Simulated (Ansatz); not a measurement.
Te(SiH3)2 (Si₂TeH₆). Charge 0, multiplicity 1. Geometry r2SCAN-D4/def2-SVP, basis def2-TZVP, Ansatz.

```
run  HOMO (eV)  LUMO (eV)
  A      -5.65      -1.77
  B      -5.78      -1.32
  C      -5.54      -1.58
  D      -6.54      -0.80
  E      -6.15      -1.05
  F      -8.59       0.90
```

In the def2 sets Te takes a core potential; there is no spin–orbit coupling.

Problem. The runs used LDA (SPW92), PBE, PBE0, r2SCAN, r2SCANh, ωB97M-V. Estimate which is which.

Solution. A LDA (SPW92) (0 % exact exchange); B r2SCAN (0 % exact exchange); C PBE (0 % exact exchange); D PBE0 (25 % exact exchange); E r2SCANh (10 % exact exchange); F ωB97M-V (range-separated). Exact exchange lowers occupied and raises empty levels; among semilocal functionals meta-GGAs tend to open the gap a little, and such runs are hard to tell apart. The gap grows from 3.89 eV (LDA (SPW92)) to 9.49 eV (ωB97M-V).
